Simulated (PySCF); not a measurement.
**Radial density of Yb³⁺ (ytterbium, charge +3)**

revPBE, [Xe] 4f13, 2F determinant. Calculation: PySCF 2.14, in cc-pVDZ-X2C (8s7p5d3f1g, 84 functions); the spin-free X2C one-electron Hamiltonian (Gaussian nucleus).

| r (bohr) | 4πr²ρ (e/bohr) | 4πr²(ρα − ρβ) |
| --- | --- | --- |
| 0.0180 | 90.30 | 0.0006 |
| 0.0303 | 86.13 | 0.0014 |
| 0.0510 | 122.0 | 0.0023 |
| 0.0858 | 107.5 | 0.0077 |
| 0.144 | 108.5 | 0.0944 |
| 0.243 | 77.93 | 0.5696 |
| 0.408 | 62.78 | 1.4028 |
| 0.687 | 37.73 | 1.1289 |
| 1.15 | 13.42 | 0.3304 |
| 1.94 | 2.826 | 0.0209 |
| 3.27 | 0.07014 | -0.0003 |
| 5.50 | 0.0002162 | 0.0000 |

Densities and radii are taken from the X2C orbitals without a picture-change correction, which distorts them close to the nucleus.

Spin-orbit coupling, absent here, splits the open shell strongly.
